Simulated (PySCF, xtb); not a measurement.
C4H5FSi, SMILES C#C/C=C\[SiH2]F.

xtb with GFN2-xTB at its own geometry gives an orbital gap of 3.69 eV and a dipole moment of 2.04 D.

Geometry optimised at ωB97X-D3(BJ)/def2-SVP. The structure was generated by enumeration; whether it is a known compound was not checked. One conformer was computed; it need not be the lowest.

Task: What does PBE/def2-TZVP (PySCF) give? (An estimate is asked for; the answer gives what the named calculation found.)

Result: gap 3.97 eV (levels -6.50 and -2.54 eV), dipole 1.78 D.
